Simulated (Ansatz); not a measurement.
Total energies of C6H14F2Si (`CC(C)[Si](F)(F)C(C)C`).

```xyz
23

C     0.533   -2.031   -0.921
C    -0.660   -1.434   -0.173
C    -1.360   -2.482    0.692
Si   -0.157    0.049    0.834
F     0.790   -0.440    2.027
F    -1.462    0.652    1.538
C     0.708    1.419   -0.084
C    -0.117    1.900   -1.278
C     1.068    2.574    0.850
H     1.297   -2.388   -0.225
H     0.219   -2.887   -1.527
H     1.007   -1.310   -1.592
H    -1.381   -1.062   -0.913
H    -0.684   -2.875    1.457
H    -2.236   -2.073    1.200
H    -1.691   -3.327    0.080
H     1.642    0.981   -0.463
H     0.413    2.687   -1.822
H    -0.329    1.096   -1.988
H    -1.075    2.317   -0.953
H     1.689    2.246    1.686
H     0.168    3.037    1.266
H     1.616    3.351    0.308
```

Total charge 0; spin multiplicity 1. Geometry: relaxed with PBE0-D4/def2-TZVP. It is one conformer, not always the lowest. Basis def2-TZVPP, Ansatz 0.2.0.

RPA on PBE orbitals: Hartree–Fock energy of these orbitals -723.43190 Eh, correlation -2.72452 Eh (frozen core).

```tsv
functional	kind	energy without D4 (Eh)	D4 term (kJ/mol)
LDA (SPW92)	LDA	-721.92001	–
PBE	GGA	-725.91554	-57.3
revPBE	GGA	-726.38079	-173.1
BLYP	GGA	-726.42823	-123.4
r2SCAN	meta-GGA	-726.34854	-15.7
B97M-V	meta-GGA with VV10	-726.47037	–
PBE0	global hybrid, 25 % exact exchange	-725.99483	-49.0
B3LYP	global hybrid, 20 %	-726.63463	-90.6
CAM-B3LYP	range-separated hybrid	-726.42743	-49.6
LC-ωPBE	long-range corrected hybrid	-726.26594	–
ωB97X-V	range-separated hybrid GGA with VV10	-726.43172	–
ωB97M-V	range-separated hybrid meta-GGA with VV10	-726.40162	–
B2PLYP	double hybrid	-726.14978	–
PBE-QIDH	double hybrid	-725.86605	–
```

**Question.** Give the same for r2SCANh, r2SCAN0, HSE06 (plane-wave form), BHLYP. (An estimate is asked.)

**Answer.** Computed: 
```json
{"functional": "r2SCANh", "kind": "meta-GGA hybrid, 10 %", "energy without D4 (Eh)": "-726.32980", "D4 term (kJ/mol)": "-16.5"}
{"functional": "r2SCAN0", "kind": "meta-GGA hybrid, 25 %", "energy without D4 (Eh)": "-726.30359", "D4 term (kJ/mol)": "-18.1"}
{"functional": "HSE06 (plane-wave form)", "kind": "screened hybrid", "energy without D4 (Eh)": "-725.96491", "D4 term (kJ/mol)": "-45.6"}
{"functional": "BHLYP", "kind": "global hybrid, 50 %", "energy without D4 (Eh)": "-726.38076", "D4 term (kJ/mol)": "-66.7"}
```

B3LYP takes the VWN-RPA correlation (the form of Gaussian; ORCA's B3LYP/G). HSE06 is the plane-wave form, built on full-range PBE exchange. The double hybrids freeze the cores in their second-order part.

LC-ωPBE has ω = 0.4 bohr⁻¹.
